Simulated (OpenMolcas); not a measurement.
**5d⁵ along the 73-electron sequence**

| Item | Value |
| --- | --- |
| Program | OpenMolcas |
| Method | SS-CASPT2, IPEA 0.25 Eh, imaginary shift 0.1 Eh |
| Basis | ANO-RCC-VTZP |
| Scalar Hamiltonian | DKH2, point nucleus |
| Spin-orbit coupling | state interaction with AMFI integrals over the reference wave functions, term energies averaged over their components |

Active space for each ion: 5 electrons in 5 orbitals (5d); closed shells correlated by CASPT2: 5s 5p.

Computed levels in cm-1 above ⁶S_5/2:

| Level | Re2+ | Os3+ | Pt5+ | Au6+ |
| --- | --- | --- | --- | --- |
| ⁴G_7/2 | 19400 | 21820 | 25760 | 27840 |
| ⁴G_11/2 | 20240 | 22910 | 27560 | 30030 |
| ⁴G_9/2 | 20710 | 23600 | 28870 | 31760 |
| ⁴P_1/2 | 21760 | 25110 | 30700 | 33740 |
| ⁴D_7/2 | 23750 | 27640 | 34780 | 38830 |
| ⁴D_1/2 | 26450 | 31190 | 40270 | 45620 |
| ²I_11/2 | 29390 | 33320 | 41050 | 45640 |
| ²I_13/2 | 31720 | 36290 | 45440 | 50770 |
| ²H_9/2 | 36440 | 41950 | 52280 | 58130 |
| weight of ⁶S in the lowest level (%) | 91 | 89 | 80 | 74 |

Mixed levels, with the weight of the term that names them: Re2+ ⁴G_7/2 (71 %), Re2+ ⁴P_1/2 (61 %), Re2+ ⁴D_7/2 (75 %), Re2+ ⁴D_1/2 (64 %), Re2+ ²H_9/2 (51 %), Os3+ ⁴G_7/2 (68 %), Os3+ ⁴P_1/2 (60 %), Os3+ ⁴D_7/2 (71 %), Os3+ ⁴D_1/2 (64 %), Os3+ ²H_9/2 (51 %), Pt5+ ⁴G_7/2 (59 %), Pt5+ ⁴G_11/2 (75 %), Pt5+ ⁴P_1/2 (59 %), Pt5+ ⁴D_7/2 (59 %), Pt5+ ⁴D_1/2 (66 %), Pt5+ ²I_11/2 (70 %), Pt5+ ²H_9/2 (51 %), Au6+ ⁶S_5/2 (74 %), Au6+ ⁴G_7/2 (54 %), Au6+ ⁴G_11/2 (69 %), Au6+ ⁴G_9/2 (74 %), Au6+ ⁴P_1/2 (59 %), Au6+ ⁴D_7/2 (50 %), Au6+ ⁴D_1/2 (68 %), Au6+ ²I_11/2 (67 %), Au6+ ²H_9/2 (51 %).

Measured, with the error of the calculation in %. Measured levels: Re2+ from the list in Brasseur, Gamrath and Quinet, At. Data Nucl. Data Tables 157, 101636 (2024).

```tsv
Level	Re2+
⁴G_7/2	16890 (+14.9)
⁴G_11/2	18020 (+12.3)
⁴G_9/2	18346 (+12.9)
⁴D_7/2	20453 (+16.1)
²I_11/2	26170 (+12.3)
²I_13/2	28588 (+11.0)
```

⁴G_7/2 changes by a factor of 1.44 over the same range, with steps per unit of Z of +2420, +1970, +2080 cm-1.

CASPT2 does not keep the components of a term degenerate, so their means are used; among the terms shown or strongly mixed into the levels shown the widest spread is 330 cm-1 (5d⁵ ²I, Re2+). Terms from blocks run as CI alone lack orbitals of their own. Configurations with an s electron lie low in 5d ions of this charge, fall among these levels and mix in, so low-spin terms can stand far too high, up to twice their true height, and weights are not those of the real levels (holds for Re2+). Some terms miss by over 15 % even with CASPT2, which points to a basis or an active space too small for the shells correlated (holds for Re2+). Measured partners are found by configuration, term and J. A level has none where our copy of the source lacks it or the pairing is in doubt (some pairs that miss far off the trend of their configuration count as doubtful), and it then counts in no deviation. Only configurations of the active space appear.
